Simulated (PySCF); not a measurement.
`CCCO[C@@H]1C[C@@H]1F`, C$_{6}$H$_{11}$FO

Molfile (atoms numbered from 1):
```
C6H11FO
     RDKit          3D

 19 19  0  0  0  0  0  0  0  0999 V2000
   -2.5287    0.6459    1.7343 C   0  0  0  0  0  0  0  0  0  0  0  0
   -1.9134   -0.0227    0.5126 C   0  0  0  0  0  0  0  0  0  0  0  0
   -0.4659    0.4053    0.3061 C   0  0  0  0  0  0  0  0  0  0  0  0
    0.0268   -0.2491   -0.8532 O   0  0  0  0  0  0  0  0  0  0  0  0
    1.3168    0.1114   -1.1932 C   0  0  2  0  0  0  0  0  0  0  0  0
    2.1644   -0.9277   -1.8686 C   0  0  0  0  0  0  0  0  0  0  0  0
    2.5029   -0.4894   -0.4791 C   0  0  2  0  0  0  0  0  0  0  0  0
    2.2839   -1.3694    0.5381 F   0  0  0  0  0  0  0  0  0  0  0  0
   -1.9743    0.3843    2.6326 H   0  0  0  0  0  0  0  0  0  0  0  0
   -3.5595    0.3248    1.8597 H   0  0  0  0  0  0  0  0  0  0  0  0
   -2.5162    1.7286    1.6273 H   0  0  0  0  0  0  0  0  0  0  0  0
   -1.9382   -1.1074    0.6247 H   0  0  0  0  0  0  0  0  0  0  0  0
   -2.4822    0.2328   -0.3828 H   0  0  0  0  0  0  0  0  0  0  0  0
   -0.4026    1.4964    0.1698 H   0  0  0  0  0  0  0  0  0  0  0  0
    0.1416    0.1340    1.1803 H   0  0  0  0  0  0  0  0  0  0  0  0
    1.4257    1.1534   -1.5001 H   0  0  0  0  0  0  0  0  0  0  0  0
    1.7139   -1.9034   -1.9601 H   0  0  0  0  0  0  0  0  0  0  0  0
    2.8098   -0.6429   -2.6831 H   0  0  0  0  0  0  0  0  0  0  0  0
    3.3854    0.1042   -0.2727 H   0  0  0  0  0  0  0  0  0  0  0  0
  1  2  1  0
  2  3  1  0
  3  4  1  0
  4  5  1  0
  5  6  1  0
  6  7  1  0
  7  8  1  0
  7  5  1  0
  1  9  1  0
  1 10  1  0
  1 11  1  0
  2 12  1  0
  2 13  1  0
  3 14  1  0
  3 15  1  0
  5 16  1  6
  6 17  1  0
  6 18  1  0
  7 19  1  6
M  END
```

Method: GIAO PW91/3-21G magnetisability, rotational g tensor and spin-rotation constants, non-relativistic, gas phase in PySCF 2.14.0. Geometry: GFN2-xTB.

Q: Give the nuclear spin-rotation constants along the inertial axes (H = +C I·J) beside the isotropic shieldings.

A: Rotational constants 4.5898, 0.9527, 0.8564 GHz. A star marks the isotopologue with that one atom substituted, in its own axes.
| atom | isotope | Caa (kHz) | Cbb (kHz) | Ccc (kHz) | mean (kHz) | σ (ppm) |
| --- | --- | --- | --- | --- | --- | --- |
| F8 | 19F | 0.336 | 0.402 | 0.037 | 0.258 | 437.5 |
| H9 | 1H | -0.521 | 0.009 | -0.104 | -0.205 | 32.2 |
| H10 | 1H | -0.130 | -0.113 | -0.064 | -0.102 | 31.9 |
| H11 | 1H | -0.515 | -0.099 | -0.009 | -0.207 | 32.2 |
| H12 | 1H | -0.507 | -0.094 | 0.004 | -0.199 | 31.1 |
| H13 | 1H | -0.494 | 0.016 | -0.098 | -0.192 | 31.1 |
| H14 | 1H | -0.460 | -0.093 | 0.018 | -0.178 | 29.4 |
| H15 | 1H | -0.431 | 0.035 | -0.095 | -0.164 | 29.0 |
| H16 | 1H | -0.487 | -0.071 | -0.009 | -0.189 | 30.0 |
| H17 | 1H | -0.571 | -0.118 | 0.019 | -0.223 | 31.7 |
| H18 | 1H | -0.183 | -0.071 | -0.095 | -0.116 | 31.8 |
| H19 | 1H | -0.302 | -0.092 | -0.007 | -0.134 | 28.7 |
| C1 | 13C* | 0.465 | 0.098 | 0.088 | 0.217 | 192.6 |
| C2 | 13C* | 0.548 | 0.124 | 0.104 | 0.259 | 179.0 |
| C3 | 13C* | 0.732 | 0.199 | 0.173 | 0.368 | 135.3 |
| O4 | 17O* | -0.352 | -0.081 | -0.055 | -0.163 | 302.1 |
| C5 | 13C* | 0.732 | 0.181 | 0.126 | 0.346 | 150.6 |
| C6 | 13C* | 0.540 | 0.106 | 0.084 | 0.243 | 188.6 |
| C7 | 13C* | 0.931 | 0.184 | 0.145 | 0.420 | 135.1 |

For the geometry as given, no vibrational averaging.
